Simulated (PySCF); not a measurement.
F₂GeH₂.

```xyz
5

Ge     0.0000     0.0000     0.3343
F      1.3718     0.0000    -0.7173
F     -1.3718     0.0000    -0.7173
H      0.0000     1.3138     1.1062
H      0.0000    -1.3138     1.1062
```
Charge 0, spin multiplicity 1.

Coordinates come from a ωB97X-D3(BJ)/def2-TZVP optimisation.

Level of theory: PBE0/pcSseg-2 (PySCF). Non-relativistic, no solvent.

### Question
Give the absolute GIAO shielding of each atom: isotropic value and principal components (ppm). (The exact figures need the calculation; the answer reports its results.)

### Answer

```json
[
 {"atom": "Ge1", "σ(iso)": "1329.1", "σ11": "1266.1", "σ22": "1331.2", "σ33": "1389.9", "span": "123.8"},
 {"atom": "F2", "σ(iso)": "357.7", "σ11": "259.0", "σ22": "374.3", "σ33": "439.7", "span": "180.6"},
 {"atom": "F3", "σ(iso)": "357.7", "σ11": "259.0", "σ22": "374.3", "σ33": "439.7", "span": "180.6"},
 {"atom": "H4", "σ(iso)": "25.5", "σ11": "19.4", "σ22": "20.4", "σ33": "36.6", "span": "17.2"},
 {"atom": "H5", "σ(iso)": "25.5", "σ11": "19.4", "σ22": "20.4", "σ33": "36.6", "span": "17.2"}
]
```
